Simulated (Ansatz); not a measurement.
Born–Oppenheimer molecular dynamics of ClF2H2HfN (7 atoms, charge 0, multiplicity 1). It starts from a relaxed structure.

The calculation used RKS PBE0/def2-SVP (Ansatz 0.2.0).

```yaml
ensemble: NVE (velocity Verlet)
time_step: 0.5 fs
steps_asked: 100
starting_velocities_drawn_for: 300 K
seed: 484143
```

First frame:

```xyz
7
Properties=species:S:1:pos:R:3
Hf -0.027 -0.016 -0.003
Cl 0.247 -0.182 2.343
F 1.684 0.027 -0.847
F -1.159 1.465 -0.410
N -0.960 -1.657 -0.687
H -1.968 -1.783 -0.757
H -0.505 -2.514 -0.998
```

(1) How far do the bonds stretch over the last three quarters of this one trajectory? (Pairs bonded in most of those frames.)

Answers

(1) 
| bond | mean (Å) | spread (Å) | shortest | longest |
| --- | --- | --- | --- | --- |
| Hf1–Cl2 | 2.344 | 0.016 | 2.33 | 2.38 |
| Hf1–F3 | 1.908 | 0.002 | 1.91 | 1.91 |
| Hf1–F4 | 1.905 | 0.013 | 1.89 | 1.92 |
| Hf1–N5 | 2.031 | 0.045 | 1.95 | 2.08 |
| N5–H6 | 1.024 | 0.031 | 0.98 | 1.07 |
| N5–H7 | 1.019 | 0.013 | 1.00 | 1.04 |

Mean temperature of the second half: 137 K. The conserved energy stayed within 0.23 meV per atom of its start (net change 0.1 meV per atom), so the integration is sound. A run of 0.05 ps of so small a system gives no equilibrium averages.

Run time: 5.6 min on 2 threads of Arm Neoverse V2, with other jobs on the host, peak memory 0.22 GiB.
